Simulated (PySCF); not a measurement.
SMILES FC(F)(F)[SiH2][Si](Cl)(Cl)Cl (CH₂Cl₃F₃Si₂), GFN2-xTB optimised geometry.

```
11

F      3.17     0.67     1.73
C      1.83     0.66     1.61
F      1.35     0.11     2.74
F      1.44     1.95     1.63
Si     1.24    -0.27     0.00
Si    -1.09    -0.27     0.00
Cl    -1.87    -1.30     1.56
Cl    -1.88     1.59     0.00
Cl    -1.68    -1.20    -1.71
H      1.88     0.50    -1.07
H      1.87    -1.59     0.14
```

Density from CAM-B3LYP/def2-TZVP run with PySCF at that geometry.

Minimum of the electron density along straight lines between bonded atoms, close to the bond critical point (lines longer than 1.1 times the sum of covalent radii, or with two minima, are not listed):

| bond | length / Å | ρ at the minimum / e bohr⁻³ | ∇²ρ there / e bohr⁻⁵ | position (fraction from the first atom) |
|---|---|---|---|---|
| F1–C2 | 1.345 | 0.280 | -0.44 | 0.66 |
| C2–F3 | 1.348 | 0.278 | -0.46 | 0.34 |
| C2–F4 | 1.347 | 0.279 | -0.46 | 0.34 |
| C2–Si5 | 1.953 | 0.111 | 0.15 | 0.62 |
| Si5–Si6 | 2.336 | 0.101 | -0.20 | 0.44 |
| Si6–Cl7 | 2.019 | 0.108 | 0.24 | 0.37 |
| Si6–Cl8 | 2.019 | 0.109 | 0.24 | 0.37 |
| Si6–Cl9 | 2.029 | 0.106 | 0.23 | 0.37 |
| Si5–H10 | 1.465 | 0.127 | 0.16 | 0.49 |
| Si5–H11 | 1.465 | 0.127 | 0.16 | 0.49 |
